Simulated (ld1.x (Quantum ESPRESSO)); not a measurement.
# Logarithmic derivatives: Ti (Z = 22), PAW

* Element: Ti (Z = 22)
* Generator: ld1.x (Quantum ESPRESSO) 7.5
* Type: PAW
* Functional: LDA (PZ)
* Relativity: scalar-relativistic
* Frozen core: [Ar]
* Valence charge: 4
* Reference configuration: 3d3 4s1 4p0
* Partial waves: 4s (bound): rcut 3.05, rcutus 3.40 bohr; 4s channel at 0.95 Ry: rcut 3.05, rcutus 3.40 bohr; 4p (bound, empty): rcut 2.95, rcutus 3.10 bohr; 4p channel at 0.95 Ry: rcut 2.95, rcutus 3.10 bohr; 3d (bound): rcut 1.75, rcutus 2.20 bohr; 3d channel at 0.55 Ry: rcut 1.75, rcutus 2.20 bohr
* Local potential: all-electron potential smoothed inside 1.70 bohr (lloc = -2)
* Core correction: Bessel-smoothed model core inside 2.25 bohr
* Augmentation charge: BESSEL, radius 2.00 bohr

The phase is arctan(r·u′/u) with u = r·R(r), unwrapped; energies in Ry, scanned from -2 to 5 Ry. A pole is an energy at which the radial function vanishes at the test radius. The pseudo phase is shifted by a multiple of π to meet the all-electron one at the reference energy, and phase errors are pseudo minus all-electron; the curves can meet again beyond the range given. Levels narrower than the energy grid can be missing from the lists of poles.

Task: For each channel, where are the poles, and over which energies does the pseudopotential scatter like the atom?

Result:

```tsv
channel	radius (bohr)	reference energy (Ry)	poles, all-electron	poles, pseudo	unbroken range about the reference energy with phases within 0.05 rad	phase error 1 Ry above the reference energy (rad)
s	3.68	-0.29	0.45, 4.38	0.45, 1.62, 4.55	below 1.5	-0.000
p	3.68	-0.09	1.04	1.04, 3.23	below 2.2	-0.000
d	3.68	-0.15	-0.06, 2.12	-0.06, 2.13	below 3.5	+0.000
```

Phases in the d channel:

```
E (Ry)  all-electron  pseudo
 -2.00         1.381   1.381
 -1.52         1.353   1.353
 -1.04         1.308   1.308
 -0.56         1.197   1.197
 -0.08        -1.500  -1.500
  0.40        -2.044  -2.043
  0.88        -3.387  -3.386
  1.36        -4.447  -4.446
  1.84        -4.649  -4.649
  2.32        -4.748  -4.747
  2.80        -4.839  -4.834
  3.28        -4.997  -4.977
  3.76        -5.835  -5.582
  4.24        -7.472  -7.367
  4.72        -7.702  -7.667
```
